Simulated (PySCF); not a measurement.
AsF3, SMILES F[As](F)F (connectivity only; charge and spin as stated), charge -1, multiplicity 2. Atoms are numbered in the order given.

```xyz
4

F      0.0000     0.0000     1.5362
As     0.0000     0.0000    -0.2980
F      0.0000     1.9733    -0.2217
F      0.0000    -1.9733    -0.2217
```
Charge -1, spin multiplicity 2.

The structure is a stationary point at PBE-D3(BJ)/def2-SVPD. The multiplicity is an assumed one; other spin states were not compared.

These are PBE-D3(BJ)/def2-SVPD (PySCF) values and carry that method's errors.

Frequencies are harmonic and unscaled.

| mode | ν (cm⁻¹) | IR (km/mol) | moving atoms (share of kinetic energy) |
|---|---|---|---|
| 1 | 93 | 11.4 | F 68 %, As 32 % |
| 2 | 161 | 9.4 | F 79 %, As 21 % |
| 3 | 256 | 0.1 | F 96 % |
| 4 | 403 | 382.6 | F 63 %, As 37 % |
| 5 | 404 | 3.2 | F 100 % |
| 6 | 560 | 98.6 | F 78 %, As 22 % |
